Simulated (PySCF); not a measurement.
# Radial density of Rb (rubidium, neutral)

UHF, [Kr] 5p1, 2P determinant (an excited configuration). All numbers are calculated (PySCF 2.14, a scalar-relativistic core potential, in def2-QZVPPD with the def2 core potential (28 electrons) (7s5p4d3f, 63 functions)). This is the valence pseudo-density: the core potential removes the inner electrons and smooths the orbitals near the nucleus.

```
r (bohr)  4πr²ρ (e/bohr)  4πr²(ρα − ρβ)
  0.0348       1.118e-05         0.0000
  0.0586       3.550e-05         0.0000
  0.0985       0.0001324         0.0000
   0.166       0.0006600         0.0000
   0.279        0.005246         0.0000
   0.469         0.08863         0.0002
   0.788           1.709         0.0049
    1.33           6.046         0.0156
    2.23           2.476        -0.0019
    3.75          0.1864         0.0581
    6.31          0.1583         0.1579
    10.6         0.06180         0.0618
    17.9        0.001498         0.0015
```

Energies and moments cover only the electrons outside the core potential.
